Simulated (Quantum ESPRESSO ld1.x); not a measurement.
Problem. Ho4+, 63 electrons, occupied as [Kr] 4d10 4f9 5s2 5p5.75 6p0.25 (fractional occupations, a model configuration). Method: Dirac Kohn-Sham, PW86 exchange with PBE correlation, spin-unpolarised, spherical densities, point nucleus; open shells are shared between the two j in proportion to 2j + 1; computed with ld1.x of Quantum ESPRESSO 7.5. Some entries of the table are withheld. Estimate them.

orbital       occ.  eigenvalue (eV)  <r^2> (bohr^2)  <r> (bohr)
1s1/2            2         -55500.1             (1)     0.02073
2s1/2            2         -9324.19        0.009106     0.08751
2p1/2            2         -8874.23        0.006582     0.07291
2p3/2            4         -8017.40        0.007805     0.08007
3s1/2            2         -2128.53         0.06021      0.2293
3p1/2            2         -1932.05         0.05585      0.2191
3p3/2            4         -1753.08         0.06273      0.2326
3d3/2            4         -1417.27         0.04962      0.2054
3d5/2            6         -1378.22         0.05153      0.2096
4s1/2            2         -466.668          0.3023      0.5175
4p1/2            2         -388.538          0.3161      0.5270
4p3/2            4         -348.264          0.3531      0.5572
4d3/2            4         -219.736          0.3977      0.5856
4d5/2            6         -212.372          0.4119      0.5962
5s1/2            2         -98.4722             (2)         (3)
5p1/2      1.91667         -75.9370           2.037       1.345
5p3/2      3.83333         -69.9177           2.290       1.426
4f5/2      3.85714         -57.8270          0.6868      0.7375
4f7/2      5.14286         -56.7083          0.7047      0.7467
5d3/2            0              (4)           3.962         (5)
5d5/2            0              (6)           4.093         (7)
6s1/2            0         -34.1124           8.336       2.739
6p1/2    0.0833333         -27.9837           10.61       3.087
6p3/2     0.166667         -26.7253           11.56       3.222

Solution. 
(1) 1s1/2 <r^2> (bohr^2): 0.0005878
(2) 5s1/2 <r^2> (bohr^2): 1.678
(3) 5s1/2 <r> (bohr): 1.223
(4) 5d3/2 eigenvalue (eV): -39.5077
(5) 5d3/2 <r> (bohr): 1.864
(6) 5d5/2 eigenvalue (eV): -38.8395
(7) 5d5/2 <r> (bohr): 1.896
